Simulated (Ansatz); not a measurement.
The same ligand exchange along the group F, Cl, Br.

Calculated with Ansatz (gas phase, PBE0-D4/def2-TZVP geometries, no zero-point term in ΔE). CCSD(T)/CBS adds triple-zeta CCSD(T) − MP2 to the extrapolated MP2 energy (def2 sets, frozen cores). This one scheme is used for every species. Functionals use def2-TZVPP. For Br outer-core shells are correlated without core-valence functions, which leaves a few kJ/mol of doubt a bond. Scalar relativity is left out up to krypton. Each species was taken in one conformer, which may not be the lowest.

```csv
reaction,B2PLYP (kcal/mol),CCSD(T)/CBS(def2) (kcal/mol)
`C[O][AlH][F]` + `BN` → `B[NH][AlH][O]C` + H–F,31.5,28.0
`C[O][AlH][Cl]` + `BN` → `B[NH][AlH][O]C` + HCl,25.4,23.5
`C[O][AlH][Br]` + `BN` → `B[NH][AlH][O]C` + HBr,25.0,23.8
```

Largest T1 diagnostic: 0.013, for `B[NH][AlH][O]C`.
